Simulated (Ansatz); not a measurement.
Consider the ligand exchange at a B–Cl bond: `OB(Cl)O[SiH3]` + silanol → `OB(O[SiH3])O[SiH3]` + HCl.

Computed with Ansatz on PBE0-D4/def2-TZVP structures; ΔE is electronic, products minus reactants. CCSD(T)/CBS is the MP2 limit (def2-TZVPP, def2-QZVPP) plus CCSD(T) − MP2 in def2-TZVPP, frozen cores. This one scheme is used for every species. Functionals use def2-TZVPP. B3LYP here is the variant with VWN-RPA as its local correlation; programs differ in this. Each species was taken in one conformer, which may not be the lowest.

```tsv
level	ΔE (kJ/mol)	difference from CCSD(T)/CBS
PBE-D4	-25.8	7.7
r2SCAN-D4	-30.6	2.9
PBE0-D4	-30.4	3.1
B3LYP-D4	-37.4	-3.9
ωB97M-V	-32.7	0.8
B2PLYP	-30.1	3.4
r2SCAN	-28.9	4.6
PBE0	-25.5	8.0
HF/def2-TZVPP	-39.7	-6.2
CCSD/def2-TZVPP	-36.4	-2.9
CCSD(T)/def2-TZVPP	-34.5	-1.0
MP2/def2-QZVPP	-28.6	4.9
SCS-MP2/def2-QZVPP	-31.1	2.4
HF/CBS(def2)	-41.0	-7.5
MP2/CBS(def2)	-27.8	5.7
CCSD/CBS(def2)	-35.5	-2.0
CCSD(T)/CBS	-33.5	0
```

Largest T1 diagnostic among the species: 0.012.

In def2-TZVPP, CCSD(T) changes the Hartree–Fock value by +5.2 kJ/mol (the triples alone add +1.9 kJ/mol) and MP2 by +11.0 kJ/mol. From PBE to PBE0 (25 % exact exchange), in def2-TZVPP and without D4, ΔE moves by −4.9 kJ/mol. The D4 term adds −8.1 kJ/mol with B3LYP and −4.9 kJ/mol with PBE0; it sums over pairs of atoms, weighted by their polarisabilities, and B3LYP, whose exchange is more repulsive, gets the larger term.
